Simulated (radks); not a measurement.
The numbers below are computed, except where a source is named.
All-electron atom: the holmium ion Ho+ in [Xe] 4f9 5d2.5 6s0.5 (fractional occupations, a model configuration).

Level of theory: Dirac Kohn-Sham, PBEsol, spin-unpolarised, spherical densities, finite nucleus; open shells are shared between the two j in proportion to 2j + 1; Fermi nuclear charge, rms radius 5.2022 fm (a radial shooting solver on a logarithmic mesh with Libxc functionals).

Energy parts (eV):
| part | energy |
|---|---|
| total | -343471.26 |
| kinetic | 377828.41 |
| electron-nucleus | -847195.16 |
| Hartree | 133153.16 |
| exchange-correlation | -7257.66 |

Orbitals (lengths in bohr, moments of r in powers of bohr; r(90%) holds 90 % of the orbital's charge):
| orbital | occ. | eigenvalue (eV) | r(90%) | <r^2> |
|---|---|---|---|---|
| 1s1/2 | 2 | -55420.85 | 0.0376 | 0.0005886 |
| 2s1/2 | 2 | -9282.836 | 0.136 | 0.009117 |
| 2p1/2 | 2 | -8837.866 | 0.120 | 0.006585 |
| 2p3/2 | 4 | -7981.600 | 0.130 | 0.007808 |
| 3s1/2 | 2 | -2090.729 | 0.337 | 0.06035 |
| 3p1/2 | 2 | -1895.722 | 0.329 | 0.05593 |
| 3p3/2 | 4 | -1716.959 | 0.348 | 0.06283 |
| 3d3/2 | 4 | -1381.854 | 0.320 | 0.04965 |
| 3d5/2 | 6 | -1342.800 | 0.326 | 0.05157 |
| 4s1/2 | 2 | -429.6811 | 0.744 | 0.3027 |
| 4p1/2 | 2 | -352.1392 | 0.767 | 0.3162 |
| 4p3/2 | 4 | -311.6486 | 0.811 | 0.3537 |
| 4d3/2 | 4 | -183.7013 | 0.879 | 0.3980 |
| 4d5/2 | 6 | -176.2959 | 0.895 | 0.4125 |
| 5s1/2 | 2 | -63.6504 | 1.79 | 1.734 |
| 5p1/2 | 2 | -41.7489 | 2.03 | 2.175 |
| 5p3/2 | 4 | -36.0762 | 2.18 | 2.498 |
| 4f5/2 | 3.85714 | -22.3424 | 1.26 | 0.7229 |
| 4f7/2 | 5.14286 | -21.2336 | 1.29 | 0.7457 |
| 6s1/2 | 0.5 | -9.7776 | 5.00 | 13.31 |
| 5d3/2 | 1 | -9.1041 | 3.70 | 6.513 |
| 5d5/2 | 1.5 | -8.6917 | 3.82 | 6.918 |

The highest occupied level is 5d5/2 at -8.692 eV. The density falls to 0.001 e/bohr^3 at r = 4.40 bohr. Summed over all electrons, <r^2> = 55.75 bohr^2, which gives a Langevin (diamagnetic) susceptibility term of -44.2 x 10^-6 cm^3/mol.
